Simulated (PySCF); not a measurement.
**Bond curve of SiBi**

Set-up: Si def2-SVPD, Bi def2-SVPD with ECP60; scalar-relativistic core potentials (PySCF 2.14). Energies in eV from Si + Bi in their ground configurations at the same level. All curves are PBE0. state 1: ²Π (doublet), unpaired electrons π ↑; state 2: ²Σ⁺ (doublet), unpaired electrons σ ↑, a second solution, started from another occupation; state 3: ⁴Π (quartet), unpaired electrons π ↑↑↑, a second solution, started from another occupation; state 4: Ms = 0.5 determinant of mixed spin (⟨S²⟩ near 1.8), unpaired electrons π ↑↑↓, a mixture of terms (⟨Lz²⟩ = 3.0), a second solution, started from another occupation.

```
R (Å)  state 1  state 2  state 3  state 4
2.120   -1.257   -1.639    1.366    1.741
2.219   -1.951   -2.062    0.286    0.654
2.317   -2.331   -2.217   -0.453   -0.091
2.391   -2.466   -2.208   -0.837   -0.480
2.465   -2.503   -2.124   -1.110   -0.756
2.539   -2.466   -1.999   -1.292   -0.941
2.638   -2.340   -1.804   -1.426   -1.079
2.761   -2.125   -1.540   -1.465   -1.123
2.909   -1.835   -1.219   -1.387   -1.048
3.106   -1.445   -0.814   -1.163   -0.825
```

Task: Put a parabola through the three lowest points of the state 1 curve and estimate Re, k and ωe (reduced mass 24.67 u; 1 eV/Å² = 0.16022 mdyn/Å; ωe = 1302.8·√(k/μ) cm⁻¹).

Result: Through R = 2.391, 2.465, 2.539 Å the second-order coefficient is 6.76 eV/Å², so Re ≈ 2.465 Å, k ≈ 2.17 mdyn/Å and ωe ≈ 386 cm⁻¹. A polynomial fit of higher order to the unrounded PBE0 energies gives Re = 2.461 Å, k = 2.18 mdyn/Å, ωe = 387 cm⁻¹; anharmonicity and rounding make the difference.

The higher-order fit for each curve: state 1: Re = 2.461 Å, ωe = 387 cm⁻¹, De = 2.50 eV; state 3: Re = 2.741 Å, ωe = 273 cm⁻¹, minimum 1.47 eV below the ground-state fragments; state 4: Re = 2.745 Å, ωe = 273 cm⁻¹, minimum 1.12 eV below the ground-state fragments. State 2 gave no clean fit.

⟨S²⟩ of the unrestricted solution departs from its pure value on part of the curve, where spin states mix. These are scalar-relativistic numbers at best; spin–orbit coupling would shift them, the dissociation energy most. The state is the lowest determinant that a PBE0 search found; another state may lie lower at other levels.
